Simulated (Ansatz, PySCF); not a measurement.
This Ansatz (a quantum-chemistry and plane-wave program) input computes a B3LYP/def2-TZVPD energy:

Ansatz 0.2 input:
```yaml
crystal:
  periodic: [false, false, false]
  atoms:
    - {symbol: Al, position_ang: [0.07951754, -0.50892024, -0.01259072]}
    - {symbol: O, position_ang: [1.09530182, 0.46530510, -0.97250662]}
    - {symbol: H, position_ang: [1.06115209, 1.42158845, -1.04595819]}
    - {symbol: O, position_ang: [-1.17764818, 0.06171992, 0.98554525]}
    - {symbol: H, position_ang: [-1.43610916, 0.97817455, 1.10532848]}
basis:
  gaussian:
    orbitals: def2-TZVPD
hamiltonian:
  xc: {name: B3LYP}
magnetization: {spin_polarized: true, initial_magnetization: 1}
output: {forces: true}
```

Q: Write an input for the same energy in PySCF and say what it gives.

A: 
```python
from pyscf import gto, scf, dft

mol = gto.M(
    atom='''
    Al    0.07951754   -0.50892024   -0.01259072
    O     1.09530182    0.46530510   -0.97250662
    H     1.06115209    1.42158845   -1.04595819
    O    -1.17764818    0.06171992    0.98554525
    H    -1.43610916    0.97817455    1.10532848
    ''',
    basis='def2-tzvpd',
    charge=0,
    spin=1,
    verbose=4,
)

mf = dft.UKS(mol, xc='b3lyp').density_fit(auxbasis='def2-universal-jkfit')
mf.grids.level = 3
mf.conv_tol = 1e-9
mf.max_cycle = 100
mf.max_memory = 1500
mf.kernel()
if not mf.converged:
    mf = mf.newton()
    mf.kernel(mf.make_rdm1())
for _ in range(2):
    mo, _, stable, _ = mf.stability(return_status=True)
    if stable:
        break
    mf.kernel(mf.make_rdm1(mo, mf.mo_occ))
mf.analyze()
```
It gives -394.25369 Eh, and Ansatz -394.25365 Eh, a difference of 0.04 mEh, from the treatment of integrals and grids.

It need not be the lowest isomer of its formula.
